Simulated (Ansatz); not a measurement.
The cluster Be₂O₃⁻, relaxed as a doublet with UKS r2SCAN-D4/def2-TZVPD in Ansatz, starting from the GFN2-xTB geometry. Force threshold 0.02 eV/Å.

The relaxation made no stability test and no search for a lower SCF solution. Another isomer (doublet) lies 0.60 eV lower at PBE-D4/def2-TZVPD; other spin states weren't run for this one.

Start:

```xyz
5

Be    0.177    0.071   -0.592
Be   -0.393   -0.148    1.304
O     0.578    0.216   -1.916
O    -0.799    0.967    0.529
O     0.437   -1.107    0.675
```

Question: Estimate the energy that the relaxation releases and the steps that it takes.

Answer: 11.0 kcal/mol, in 6 steps; 14 s on 4 threads of Arm Neoverse V2 on a shared host. No frequencies were taken in this run, so the end may be a saddle point.

Question: Does the start keep its bonding and symmetry?

Answer: By distances, no bond broke or formed. The bond that changes most is Be1–O3, from 1.39 to 1.52 Å (atoms count from 1). Point group C2v at the start, C2v at the end, both within 0.05 Å.

Question: Predict the relaxed structure.

Answer: 
Cartesian coordinates in Å:
```
Be 0.139 0.052 -0.459
Be -0.381 -0.142 1.260
O 0.574 0.214 -1.901
O -0.798 0.996 0.478
O 0.466 -1.120 0.622
```
Bond lengths (bridged metal pairs left out): 5 × Be–O 1.44 to 1.63 Å.
